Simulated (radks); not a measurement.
All-electron atom: S3+ in [Ne] 3s2 3p1 (the NIST ground configuration). All-electron calculation, Dirac Kohn-Sham, PBE, spin-unpolarised, spherical densities, finite nucleus; open shells are shared between the two j in proportion to 2j + 1; Fermi nuclear charge, rms radius 3.2611 fm. Program: a radial shooting solver on a logarithmic mesh with Libxc functionals.

Unscreened Slater integrals over Kohn-Sham orbitals (eV). Large and small components are both included.

| integral | value |
|---|---|
| F0(3p3/2,3p3/2) | 14.726 |
| F2(3p3/2,3p3/2) | 7.5447 |
| F0(3p3/2,3p1/2) | 14.747 |
| G2(3p3/2,3p1/2) | 7.5541 |
| F0(3p3/2,3s1/2) | 15.364 |
| G1(3p3/2,3s1/2) | 10.297 |
| F0(3p3/2,2p3/2) | 19.885 |
| F2(3p3/2,2p3/2) | 3.6522 |
| G0(3p3/2,2p3/2) | 1.5059 |
| G2(3p3/2,2p3/2) | 1.5076 |
| F0(3p1/2,3p1/2) | 14.769 |
| F0(3p1/2,3s1/2) | 15.389 |
| G1(3p1/2,3s1/2) | 10.320 |
| F0(3p1/2,2p3/2) | 19.938 |
| G2(3p1/2,2p3/2) | 1.5063 |
| F0(3s1/2,3s1/2) | 16.105 |
| F0(3s1/2,2p3/2) | 21.281 |
| G1(3s1/2,2p3/2) | 1.6968 |
| F0(2p3/2,2p3/2) | 56.558 |
| F2(2p3/2,2p3/2) | 26.181 |
